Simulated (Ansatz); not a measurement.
Reaction (formal hydrolysis of the Si–Cl bond): `C[Si](C)(C)Cl` + H₂O → `C[Si](C)(C)O` + HCl

Gas-phase electronic energies from Ansatz, PBE0-D4/def2-TZVP geometries. CCSD(T)/CBS adds triple-zeta CCSD(T) − MP2 to the extrapolated MP2 energy (def2 sets, frozen cores). This one scheme is used for every species. DFT in def2-TZVPP. One conformer a species, not always the lowest.

(1) Is it downhill or uphill in electronic energy at CCSD(T)/CBS, and by how much? (Best estimate.)

(2) What do these levels give: revPBE-D4, PBE0-D4, BHLYP-D4, RPA@PBE/def2-TZVPP, MP2/def2-SVP, HF/def2-QZVPP? (Best estimate.)

(3) What do rigid-rotor, harmonic-oscillator terms from PBE0-D4/def2-TZVP frequencies (298.15 K, 1 bar) make of the CCSD(T)/CBS value? (An estimate is asked.)

Largest T1 diagnostic among the species: 0.010.

Results:

(1) Computed: Uphill: ΔE = +16.8 kJ/mol.

(2) Computed: revPBE-D4 21.2, PBE0-D4 20.3, BHLYP-D4 13.0, RPA@PBE/def2-TZVPP 7.6, MP2/def2-SVP 14.9, HF/def2-QZVPP 7.6 kJ/mol.

(3) Computed: ΔZPE = -6.9 kJ/mol, ΔH = +9.7 kJ/mol, ΔS = 7 J/(mol·K), ΔG = +7.6 kJ/mol.

Leaving LDA and LC-ωPBE aside and taking each functional with its dispersion term where it has one, the values, not all of them listed here, spread over 12.8 kJ/mol, from CAM-B3LYP-D4 to revPBE-D4. LDA lies −4.8 kJ/mol from PBE without D4. The D4 term adds +4.0 kJ/mol with B3LYP and +2.2 kJ/mol with PBE0; it sums over pairs of atoms, weighted by their polarisabilities, and B3LYP, whose exchange is more repulsive, gets the larger term. In def2-TZVPP, CCSD(T) changes the Hartree–Fock value by +3.0 kJ/mol (the triples alone add +1.4 kJ/mol) and MP2 by +8.7 kJ/mol.

B3LYP here is the variant with VWN-RPA as its local correlation; programs differ in this.
